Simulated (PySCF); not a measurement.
PySCF input file for BBr2, SMILES [B](Br)Br (connectivity only; charge and spin as stated), charge +1, multiplicity 1, KT2/pcSseg-2. Geometry: B3LYP-D3(BJ)/def2-TZVP. The spin state was assumed, not searched. The isomer is the one that the SMILES or the coordinates give; other isomers of the formula were not compared.

```python
import numpy as np
from pyscf import gto, scf, dft
from pyscf.prop.nmr import rks as nmr

mol = gto.M(
    atom='''
    Br    0.00000000    0.00000000    1.76654860
    B     0.00000000    0.00000000    0.00000000
    Br    0.00000000    0.00000000   -1.76654860
    ''',
    basis='pcSseg-2',
    charge=1,
    spin=0,
    max_memory=1600,
    verbose=3,
)
mf = dft.RKS(mol, xc='kt2').density_fit(auxbasis='def2-universal-jkfit')
mf.grids.level = 3
mf.conv_tol = 1e-10
mf.max_cycle = 100
mf.kernel()
n = nmr.NMR(mf)
n.verbose = 2
n.max_cycle_cphf = 60
sigma = n.kernel()
print('atom   isotropic/ppm   span/ppm')
for i, s in enumerate(sigma):
    w = np.linalg.eigvalsh((s + s.T) / 2)
    print(f'{mol.atom_symbol(i):2s}{i + 1:3d} {w.mean():14.3f} {w[2] - w[0]:11.3f}')
```

Program output:

```
converged SCF energy = -5193.02511176469
atom   isotropic/ppm   span/ppm
Br  1       2140.667    1486.581
B   2         47.489     275.427
Br  3       2140.667    1486.581
```

The calculation finished and met its thresholds.
